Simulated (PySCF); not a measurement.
Work out the structure from these simulated measurements.

Formula: H8OSi3.

* UV, first state: lowest singlet excitation: 5.80 eV (214 nm, f = 0.021) [TDDFT CAM-B3LYP/def2-SVPD]
* Rotational structure: rotational constants A, B, C: 3.795, 1.936, 1.416 GHz [PBE0-D3(BJ)/def2-SVP]
* Triplet: lowest triplet excitation (Tamm–Dancoff): 5.18 eV [TDA CAM-B3LYP/def2-SVPD]
* NMR, other nuclei: isotropic shieldings of nuclei other than C and H, by class: 336 (1 O), 359 (1 Si), 458 (2 Si) ppm [GIAO PBE0/pcSseg-1]
* XPS: Si2p3/2 106.5 (×2), Si2p3/2 106.9, O1s 538.4, Si1s 1846.2 (×2), Si1s 1846.7 eV [ΔSCF SCAN, pcX-2 on the ionised atom, pcseg-1 elsewhere, spin-free X2C, 2p3/2 from a spin–orbit splitting computed afterwards within the 2p shell]
* UV, strongest line: among the 10 lowest singlet transitions: S6 at 7.54 eV (164 nm, f = 0.266) [TDDFT CAM-B3LYP/def2-SVPD]
* 1H NMR: chemical shifts (computed TMS as zero) by class: 5.82 (1 H), 3.56 (6 H), -0.09 (1 H) ppm [GIAO PBE0/pcSseg-1]

The electronic properties come from PySCF, for the isolated species, density fitting. Levels stand in brackets. One conformer (not necessarily the lowest) at the PBE0-D3(BJ)/def2-SVP geometry, without solvent, vibrations or thermal averaging. Each NMR value is the plain mean over a class of atoms that symmetry, rotation or inversion makes alike.

Q: What is the compound? Reason from the data.

A: Numbering: `[OH:1][SiH:2]([SiH3:3])[SiH3:4]`. Its formula, H8OSi3, gives 0 degrees of unsaturation, so no ring and no π bond. Hydrogen classes from least to most shielded: 1 H on an oxygen-bound silicon, Si2 (5.82 ppm), 6 H on 2 SiH3 silicons, Si3/Si4 (3.56 ppm, a mean of values up to 0.5 ppm apart in this geometry), 1 H on a silanol oxygen, O1 (-0.09 ppm). The other shieldings belong to: 336 ppm, silanol oxygen [O1]; 359 ppm, oxygen-bound silicon [Si2]; 458 ppm, SiH3 silicon [Si3/Si4]. The core levels belong to: Si2p3/2 106.5 eV, SiH3 silicon [Si3/Si4]; Si2p3/2 106.9 eV, oxygen-bound silicon [Si2]; O1s 538.4 eV, silanol oxygen [O1]; Si1s 1846.2 eV, SiH3 silicon [Si3/Si4]; Si1s 1846.7 eV, oxygen-bound silicon [Si2]. One atom of each topological class was ionised and stands for its class. By its constants the optimised geometry is an asymmetric top. Structure: `[SiH3][SiH](O)[SiH3]`. Computed isomers that give other values at the same levels: `[SiH3]O[SiH2][SiH3]` (core binding energies: Si2p3/2 106.6, Si2p3/2 107.3, Si2p3/2 107.6, O1s 537.8, Si1s 1846.3, Si1s 1847.1, Si1s 1847.5 eV). The assignments are read from this structure; whether some other isomer fits the data as well wasn't checked.

Conformer computed: `[OH:1][SiH:2]([SiH3:3])[SiH3:4]`: H–O1–Si2–Si3 -178°.
